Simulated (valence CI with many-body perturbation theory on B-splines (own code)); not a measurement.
# Dy XVI: key properties

Level of theory: configuration interaction combined with many-body perturbation theory (CI+MBPT): five valence electrons over a frozen Dirac-Fock core [Kr] 4d10, a basis of 7 s, 7 p, 7 d, 7 f, 4 g, 2 h functions for each j, with the one-electron correlation potential Σ1, the two-electron term Σ2, the three-electron term Σ3, Breit, model QED; selected CI, second order for the rest, scaled by the run's own slope (own B-spline code, finite nucleus).

No measured levels were compared; by estimate terms of the open shell hold to a few per cent of their energy, and close levels can change places; configurations with another count of f electrons can be misplaced by thousands of cm⁻¹. Among the levels kept, up to 1300 cm⁻¹ of a level comes from second order outside the variational space, and about a tenth of that is noise between levels of different J, which matters for small intervals.

Rates and lifetimes use the calculated energies. Strong lines usually hold to 10 to 20 %, long lifetimes can be off by a factor of two.

Q: What is the ground level?

A: 4f5 6H°_5/2, composition 92 % 4f5 6H° + 8 % 4f5 4G°, g = 0.309.

Q: Name the longest-lived excited levels whose lifetime is computed, and their main decay.

A: 4f5 6F°_1/2 at 1.472 eV lives 1210 s, mostly by E2 to 4f5 6H°_5/2; 4f5 6F°_3/2 at 1.518 eV lives 4.15 s, mostly by M1 to 4f5 6H°_5/2; 4f5 4M°_21/2 at 5.370 eV lives 2.08 s, mostly by M1 to 4f5 4M°_19/2.

Q: How is the term 6H° of the ground level split?

A: J = 5/2 at 0.000, J = 7/2 at 0.322, J = 9/2 at 0.676, J = 11/2 at 1.045, J = 13/2 at 1.414, J = 15/2 at 1.776 eV.

Q: Where does the other parity begin?

A: At 4f4.5s 6I_7/2, 2.117 eV.

Q: How well does LS coupling describe the low levels?

A: Among the lowest 20 levels the leading LS term, summed over configurations, holds 90 % on average. For single configurations the figures are 90 % in LS and 48 % in jj coupling. Terms mix most in the J = 5/2 level at 3.590 eV, where the leading one holds 46 %.

Q: What is the ionisation energy?

A: 321.01 eV; NIST lists 332 ± 16 eV (theoretical).
